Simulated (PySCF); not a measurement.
Input file for PySCF: R-M06-2X/6-31G* on ClGeH3Si (SMILES [SiH3][Ge][Cl]), a point of a torsion scan.

```python
from pyscf import gto, scf, dft, mp
from pyscf.data.elements import chemcore

mol = gto.M(
    atom='''
    Si   -0.67974088   -0.01786295    0.03737328
    Ge    1.47991772   -1.18437397   -0.11283568
    Cl    1.70168439   -1.71133362    1.97588359
    H    -1.10328063    0.47669138    1.35332910
    H    -1.78226159   -0.87623626   -0.43196337
    H    -0.71812911    1.15492629   -0.85340323
    ''',
    basis='6-31g*',
    cart=True,
    charge=0, spin=0, verbose=3, max_memory=1800)
mf = dft.RKS(mol, xc='m062x')
mf.conv_tol = 1e-8
mf.max_cycle = 100
mf.kernel()
if not mf.converged:
    mf = mf.newton().run(mf.mo_coeff, mf.mo_occ)
```

Task: Give the final energy of this run.

Result: -2828.1409 hartree.
